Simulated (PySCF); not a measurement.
Molfile (atoms numbered from 1):
```
C7H9NO
     RDKit          3D

 18 18  0  0  0  0  0  0  0  0999 V2000
   -2.9646   -0.4698   -0.0057 C   0  0  0  0  0  0  0  0  0  0  0  0
   -1.6183    0.1833   -0.1917 C   0  0  0  0  0  0  0  0  0  0  0  0
   -0.6317   -0.7095    0.2781 O   0  0  0  0  0  0  0  0  0  0  0  0
    0.6587   -0.3348    0.2455 C   0  0  0  0  0  0  0  0  0  0  0  0
    1.6005   -1.2446    0.7410 C   0  0  0  0  0  0  0  0  0  0  0  0
    2.9412   -0.8928    0.7257 C   0  0  0  0  0  0  0  0  0  0  0  0
    3.3037    0.3575    0.2162 C   0  0  0  0  0  0  0  0  0  0  0  0
    2.4162    1.2230   -0.2549 N   0  0  0  0  0  0  0  0  0  0  0  0
    1.1269    0.8936   -0.2451 C   0  0  0  0  0  0  0  0  0  0  0  0
   -3.7640    0.1952   -0.3630 H   0  0  0  0  0  0  0  0  0  0  0  0
   -3.0185   -1.4137   -0.5673 H   0  0  0  0  0  0  0  0  0  0  0  0
   -3.1435   -0.6910    1.0565 H   0  0  0  0  0  0  0  0  0  0  0  0
   -1.4375    0.4184   -1.2572 H   0  0  0  0  0  0  0  0  0  0  0  0
   -1.5624    1.1352    0.3685 H   0  0  0  0  0  0  0  0  0  0  0  0
    1.2529   -2.2051    1.1273 H   0  0  0  0  0  0  0  0  0  0  0  0
    3.7020   -1.5782    1.1055 H   0  0  0  0  0  0  0  0  0  0  0  0
    4.3551    0.6644    0.1910 H   0  0  0  0  0  0  0  0  0  0  0  0
    0.4336    1.6394   -0.6456 H   0  0  0  0  0  0  0  0  0  0  0  0
  1  2  1  0
  2  3  1  0
  3  4  1  0
  4  5  1  0
  5  6  2  0
  6  7  1  0
  7  8  2  0
  8  9  1  0
  9  4  2  0
  1 10  1  0
  1 11  1  0
  1 12  1  0
  2 13  1  0
  2 14  1  0
  5 15  1  0
  6 16  1  0
  7 17  1  0
  9 18  1  0
M  END
```

Equivalent nuclei averaged, non-relativistic Hamiltonian, isolated molecule, a single conformation. Shieldings: GIAO CAM-B3LYP/pcSseg-1; geometry from PBE0-D3(BJ)/def2-SVP; PySCF 2.14.0 with density-fitted response routines.

Q: List the cross peaks expected in HSQC, COSY and HMBC spectra.

A: 

HSQC (one-bond C–H):
| δH | δC |
| --- | --- |
| 8.33 (H17) | 150.9 (C7) |
| 8.14 (H18) | 139.1 (C9) |
| 7.30 (H15) | 132.8 (C5) |
| 7.14 (H16) | 132.6 (C6) |
| 3.71 (H13/H14) | 64.0 (C2) |
| 1.51 (H10/H11/H12) | 17.0 (C1) |

COSY cross peaks (H two or three bonds apart, from the bond graph; peaks can be absent where the dihedral angle is near 90°):
| δH | δH |
| --- | --- |
| 8.33 (H17) | 7.14 (H16) |
| 7.30 (H15) | 7.14 (H16) |
| 3.71 (H13/H14) | 1.51 (H10/H11/H12) |

HMBC (two and three bonds, from the bond graph):
| δH | δC |
| --- | --- |
| 8.33 (H17) | 139.1 (C9), 132.8 (C5), 132.6 (C6) |
| 8.14 (H18) | 163.7 (C4), 150.9 (C7), 132.8 (C5) |
| 7.30 (H15) | 163.7 (C4), 150.9 (C7), 139.1 (C9), 132.6 (C6) |
| 7.14 (H16) | 163.7 (C4), 150.9 (C7), 132.8 (C5) |
| 3.71 (H13/H14) | 163.7 (C4), 17.0 (C1) |
| 1.51 (H10/H11/H12) | 64.0 (C2) |

δ = σ(ref) − σ, references computed at the same level: ¹H (σref 31.33) and ¹³C (σref 182.45) against TMS.

Short H···H contacts in this conformer between protons four or more bonds apart (candidates for NOE cross peaks, intensity ∝ r⁻⁶): H14···H18 2.29 Å.

Shifts are as computed, not scaled to solution data. Of 1211 compounds with measured shifts, 218 miss one by over three times the rms of a fit or turn the order of signals round; such compounds aren't used in these exercises.
